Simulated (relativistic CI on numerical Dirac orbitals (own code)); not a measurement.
## Sensitivity of the levels of As III to α and to the nuclear radius

Method of calculation: Dirac-Coulomb-Breit CI, separate exchange-only KLI orbitals for each configuration, valence Slater integrals scaled by 0.85, P86 correlation energy added to each configuration, derivatives by finite differences, QED left out (own radial code, finite nucleus).

Configuration list (outside the closed core [Ar] 3d10): 4s²4p, 4s4p², 4s²4d, 4p³, 4s²4f, 4s²5s, 4s4p4d, 4s²5p. Levels of other configurations are missing.

With x = (α/α₀)² − 1 an excitation energy changes as ω = ω₀ + qx; K = 2q/ω₀ is the relative enhancement. Terms are leading LS components, so labels can repeat. The field-shift factor is F = δν/δ⟨r²⟩ for the transition from the lowest level.

Lowest level 4s²4p ²P°1/2.

| Level | ω₀ (cm⁻¹) | q (cm⁻¹) | K | F (GHz/fm²) |
| --- | --- | --- | --- | --- |
| 4s²4p ²P°3/2 | 2775.6 | 2876 | 2.07 | -0.0155 |
| 4s4p² ⁴P1/2 | 63412.7 | 4055 | 0.128 | -3.63 |
| 4s4p² ⁴P3/2 | 64522.3 | 5288 | 0.164 | -3.64 |
| 4s4p² ⁴P5/2 | 66173.2 | 6937 | 0.21 | -3.65 |
| 4s4p² ²D3/2 | 87569.1 | 5490 | 0.125 | -2.94 |
| 4s4p² ²D5/2 | 87876.4 | 5911 | 0.135 | -2.94 |
| 4s4p² ²S1/2 | 108459.2 | 5920 | 0.109 | -3.49 |
| 4s²5s ²S1/2 | 113846.8 | 769.5 | 0.0135 | 1.87 |
| 4s4p² ²P1/2 | 120030.2 | 5286 | 0.0881 | -3.38 |
| 4s4p² ²P3/2 | 121659.1 | 6584 | 0.108 | -3.29 |
| 4s²4d ²D3/2 | 125354.4 | 3033 | 0.0484 | 0.133 |
| 4s²4d ²D5/2 | 125504.6 | 3006 | 0.0479 | 0.22 |
| 4s²5p ²P°1/2 | 138027.5 | 1226 | 0.0178 | 1.1 |

For a near-neutral ion this model can misplace configurations by up to about 10,000 cm⁻¹ (more where the count of f electrons changes) and terms by 10 to 25 % of their spread. Rates follow the energies as ν³ (E1, M1) or ν⁵ (E2), so they and the lifetimes can be off by large factors. The fine structure of a lone outer electron comes out too small, for d and f at times inverted, and misplaced configurations move strength between like terms.
